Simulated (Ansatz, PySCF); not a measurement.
Molecule: CSe₂, net charge 0, singlet state. SMILES: [Se]=C=[Se]
Geometry: optimised at B3LYP-D3(BJ)/def2-TZVP (Ansatz, a quantum-chemistry and plane-wave program).

Quantity: vertical triplet-singlet gap, E(triplet) - E(singlet), in eV. Terms: 6-31G* and kin with 6d, 5d where marked; dispersion terms only where a functional's name holds one; no spin-orbit coupling; LANL2DZ with its own core potentials from Na on; UHF or UKS for open shells; non-relativistic; each state is the SCF solution reached for its charge and spin; frozen cores in correlated levels (noble-gas shells and the d and f shells of earlier blocks). Ab initio and DFT rows: single points at B3LYP-D3(BJ) geometries (Ansatz). Levels can end on unlike triplets.

```
level                                    program  vertical triplet-singlet gap, E(triplet) - E(singlet) (eV)
---------------------------------------  -------  ----------------------------------------------------------
HF/6-31G*                                 Ansatz                                                        2.01
HF/6-31G* with LANL2DZ past Ar            Ansatz                                                        2.14
PBE/6-31G*                                Ansatz                                                        2.99
PBE/6-31G* with LANL2DZ past Ar           Ansatz                                                        3.12
B3LYP/STO-3G                              Ansatz                                                        3.50
B3LYP/3-21G                               Ansatz                                                        2.96
B3LYP/6-31G*                              Ansatz                                                        2.88
B3LYP/6-31G* with LANL2DZ past Ar         Ansatz                                                        2.97
M06-2X/6-31G* with LANL2DZ past Ar (5d)    PySCF                                                        3.11
MP2/6-31G*                                Ansatz                                                        3.49
MP2/6-31G* with LANL2DZ past Ar           Ansatz                                                        3.53
PBE/def2-TZVPD                            Ansatz                                                        2.86
B3LYP/def2-TZVPD                          Ansatz                                                        2.77
wB97M-V/def2-TZVPD                        Ansatz                                                        2.76
```

No value to compare with is used here. The 11 habitual levels span 2.01 (HF/6-31G*) to 3.53 eV (MP2/6-31G* with LANL2DZ past Ar); wB97M-V/def2-TZVPD gives 2.76.

The levels are drawn from those run, B3LYP/6-31G* more often than the rest, none by its result; left out are runs that failed, that the program found above a lower state of the same kind, or whose <S^2> lies over 0.5 above the pure value.
